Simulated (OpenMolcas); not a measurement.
Tb3+: moving or changing the point charges

Tb3+ among 8 point charges of -2 e arranged as a cube (Oh), 2.33 Å from the ion.
```
   1.3452    1.3452    1.3452  -2.00
   1.3452    1.3452   -1.3452  -2.00
   1.3452   -1.3452    1.3452  -2.00
   1.3452   -1.3452   -1.3452  -2.00
  -1.3452    1.3452    1.3452  -2.00
  -1.3452    1.3452   -1.3452  -2.00
  -1.3452   -1.3452    1.3452  -2.00
  -1.3452   -1.3452   -1.3452  -2.00
```

| Quantity | Value |
| --- | --- |
| Program | OpenMolcas |
| Method | CASSCF |
| Basis | ANO-RCC-VTZP [8s7p5d3f2g1h] |
| Scalar Hamiltonian | DKH2, point nucleus |
| Active space | 8 electrons in 7 orbitals (4f) |
| State averaging | 2S+1 = 7 even, 7 roots; 2S+1 = 5 even, 62 roots kept (CI in the orbitals of an earlier block); 2S+1 = 3 even, 3 roots kept (CI in the orbitals of an earlier block, 0 in the spin-orbit step) |
| Spin-orbit coupling | RASSI with atomic mean-field integrals over the reference wave functions |

Runs around this geometry, states (labels of O, the rotations of Oh). Energies in cm-1 above the lowest state or level, χT in cm3 K/mol; under a threefold ground state the first gap can be a small split of the lowest multiplet, not the spin-orbit step.

| R (Å) | Ground state | First state of that spin | First gap with spin-orbit (degeneracies) | Width of lowest J | χT at 300 K |
| --- | --- | --- | --- | --- | --- |
| 2.33 | 7T1 | 7T2 267.4 | 11.8 (2, 3) | 315 | 11.654 |
| 2.45 | 7T1 | 7T2 216.1 | 9.7 (2, 3) | 252 | 11.700 |
| 2.74 | 7T1 | 7T2 133.2 | 6.1 (2, 3) | 150 | 11.761 |

Taking the width of the lowest J multiplet as R^-n, n = -ln(150 / 315) / ln(2.74 / 2.33) = 4.6 between the shortest and longest distance.

High states are left out of the spin-orbit mixing, which shifts the levels that they would mix with. This is an electrostatic model: the charges have no orbitals. No measured value stands beside these numbers.
